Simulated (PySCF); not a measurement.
**Two-photon absorption: `CSc1ccc(B(F)F)o1`, C₅H₅BF₂OS**

Geometry (Å), atoms numbered from 1 in this order:
```xyz
15

C    -2.2725    1.5223   -0.0270
S    -2.2639   -0.2421   -0.4081
C    -0.5942   -0.6228   -0.1086
C     0.0665   -1.8314   -0.1813
C     1.4091   -1.5413    0.1572
C     1.4925   -0.1916    0.4167
B     2.6550    0.7108    0.8188
F     2.5071    2.0101    1.0105
F     3.8650    0.1991    0.9856
O     0.2412    0.3545    0.2445
H    -2.0050    1.7012    1.0226
H    -1.5860    2.0706   -0.6850
H    -3.3024    1.8571   -0.2075
H    -0.3695   -2.7917   -0.4440
H     2.2389   -2.2441    0.2113
```

Theory: TDDFT CAM-B3LYP/aug-cc-pVDZ excited states, vertical, gas phase (PySCF 2.14.0). Geometry: PBE0-D3(BJ)/def2-SVP.

Question: How strongly do the lowest singlets absorb one photon, and two photons of half the energy?

Answer: δ for parallel linear polarisation; σ at the peak of a Lorentzian of half width 0.1 eV, single beam; Ω is circular over linear.
```
state  E (eV)      f  photon λ (nm)  δ (au)  σ (GM)     Ω                                 main
   S1    4.66  0.394            532     707    5.63  0.66                       HOMO→LUMO 0.97
   S2    5.04  0.004            492    11.9    0.11  0.82   HOMO→LUMO+1 0.57, HOMO→LUMO+9 0.14
   S3    5.44  0.007            456    1.88    0.02  1.48   HOMO→LUMO+2 0.47, HOMO→LUMO+1 0.22
   S4    6.00  0.001            413     231    3.04  1.49   HOMO→LUMO+3 0.69, HOMO→LUMO+2 0.10
   S5    6.06  0.041            409     624    8.39  0.81  HOMO→LUMO+4 0.43, HOMO→LUMO+10 0.35
   S6    6.24  0.002            398    27.3    0.39  1.46   HOMO→LUMO+2 0.27, HOMO→LUMO+5 0.24
```

Among these, the strongest one-photon state is S1, the strongest two-photon state S5, with a dipole change of 1.4 D (relaxed, norm of the difference vector).
